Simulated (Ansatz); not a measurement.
Ansatz results at the PBE0-D4/def2-TZVP geometry: HOMO–LUMO gap (PBE/def2-TZVPP) 4.40 eV; HOMO energy (B3LYP/def2-TZVPP) -6.43 eV; LUMO energy (B3LYP/def2-TZVPP) -0.28 eV.

Each molecule was computed in one conformer, which needn't be the lowest.

Problem. Which molecule gave them?
A. `[NH2][Sn]([NH2])([F])[F]`
B. `[SnH3][c]1ccccc1`
C. `[SiH3][O][SnH3]`
D. `[CH3][SnH]([F])[NH]C(C)(C)C`

Solution. D. The others give `[NH2][Sn]([NH2])([F])[F]`: 4.38, -8.08, -1.84; `[SiH3][O][SnH3]`: 5.24, -8.04, -1.00; `[SnH3][c]1ccccc1`: 4.96, -7.15, -0.73.

B3LYP here is the variant with VWN-RPA as its local correlation; programs differ in this.
